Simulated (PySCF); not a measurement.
C2H10O3Si2, SMILES C[SiH](C)[Si](O)(O)O (GFN2-xTB optimised geometry):

```
17

Si    -0.774    -0.004     0.000
C      0.061     1.128    -1.291
C     -0.604     0.847     1.701
Si     0.128    -2.117     0.000
O     -0.333    -2.964    -1.318
O      1.762    -2.117     0.000
O     -0.346    -2.975     1.306
H     -2.222    -0.010    -0.324
H      1.121     1.252    -1.084
H     -0.387     2.117    -1.299
H     -0.030     0.720    -2.294
H      0.436     0.920     2.006
H     -1.133     0.297     2.474
H     -1.010     1.854     1.681
H     -1.179    -3.398    -1.315
H      2.222    -2.065    -0.831
H      0.147    -2.896     2.116
```

Calculation: PBE0/def2-SVP (PySCF 2.14.0).

Q: What are the frontier orbital energies and the dipole moment?

A: HOMO-2 -8.70 eV, HOMO-1 -8.53 eV, HOMO -7.33 eV, LUMO 0.76 eV, LUMO+1 0.81 eV; dipole moment 0.55 D.

On the same geometry PBE/def2-SVP (PySCF 2.14.0) gives HOMO-2 -7.09 eV, HOMO-1 -7.01 eV, HOMO -5.96 eV, LUMO -0.04 eV, LUMO+1 0.01 eV; dipole moment 0.49 D.

Meta-Löwdin charges at PBE0/def2-SVP: Si1 0.44, C2 -0.54, C3 -0.54, Si4 1.22, O5 -0.72, O6 -0.72, O7 -0.72, H8 -0.11, H9 0.11, H10 0.11, H11 0.11, H12 0.11, H13 0.11, H14 0.11, H15 0.34, H16 0.34, H17 0.34.
